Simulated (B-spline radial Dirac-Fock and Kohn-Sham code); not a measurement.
Total conversion coefficients of Zn against transition energy

Calculated with a radial finite-basis atomic code, using a Dirac-Hartree-Slater potential of the neutral atom with a Latter tail (no hole, which puts coefficients of high multipoles low close above an edge), finite nucleus with surface currents. Subshells within 1 keV of threshold and pair formation are left out.

| energy (keV) | E2 | E3 | E4 | M2 | M4 | M5 |
| --- | --- | --- | --- | --- | --- | --- |
| 20 | 234 | 13600 | 995000 | 295 | 492000 | 2.74e+07 |
| 21.4 | 185 | 9520 | 633000 | 226 | 330000 | 1.67e+07 |
| 25.7 | 97.4 | 3730 | 189000 | 109 | 113000 | 4.56e+06 |
| 48.6 | 9.83 | 176 | 3660 | 9.28 | 3180 | 63700 |
| 50 | 8.85 | 154 | 3090 | 8.34 | 2720 | 53000 |
| 59.1 | 4.77 | 71.0 | 1170 | 4.44 | 1090 | 18100 |
| 69.2 | 2.65 | 34.3 | 476 | 2.47 | 463 | 6650 |
| 73.1 | 2.15 | 26.6 | 349 | 2.02 | 344 | 4710 |
| 94.3 | 0.825 | 8.25 | 84.2 | 0.800 | 88.6 | 964 |
| 100 | 0.661 | 6.30 | 60.9 | 0.649 | 65.0 | 672 |
| 109 | 0.477 | 4.24 | 37.9 | 0.477 | 41.4 | 397 |
| 115 | 0.389 | 3.32 | 28.3 | 0.395 | 31.3 | 287 |
| 140 | 0.185 | 1.35 | 9.73 | 0.199 | 11.4 | 88.2 |
| 156 | 0.123 | 0.826 | 5.44 | 0.138 | 6.60 | 46.6 |
| 170 | 0.0890 | 0.560 | 3.44 | 0.103 | 4.30 | 28.2 |
| 200 | 0.0485 | 0.270 | 1.46 | 0.0599 | 1.93 | 11.1 |
| 310 | 0.00987 | 0.0403 | 0.158 | 0.0148 | 0.247 | 1.01 |
| 500 | 0.00200 | 0.00598 | 0.0173 | 0.00359 | 0.0317 | 0.0934 |
| 548 | 0.00151 | 0.00427 | 0.0117 | 0.00278 | 0.0220 | 0.0610 |
| 793 | 0.000529 | 0.00123 | 0.00276 | 0.00103 | 0.00544 | 0.0122 |
| 929 | 0.000354 | 0.000764 | 0.00159 | 0.000688 | 0.00312 | 0.00649 |
| 1000 | 0.000296 | 0.000619 | 0.00125 | 0.000574 | 0.00244 | 0.00489 |
| 1310 | 0.000161 | 0.000302 | 0.000547 | 0.000301 | 0.00103 | 0.00183 |
| 1560 | 0.000112 | 0.000198 | 0.000338 | 0.000203 | 0.000610 | 0.00102 |
| 2000 | 6.99e-05 | 0.000114 | 0.000180 | 0.000119 | 0.000305 | 0.000472 |
| 2210 | 5.84e-05 | 9.28e-05 | 0.000142 | 9.66e-05 | 0.000235 | 0.000353 |

Problem. How fast do they fall between 1560 and 2210 keV?

Solution. As powers of the energy: E2 E^-1.88, E3 E^-2.18, E4 E^-2.48, M2 E^-2.13, M4 E^-2.74, M5 E^-3.05. Within one type (E or M) the higher multipoles fall faster.
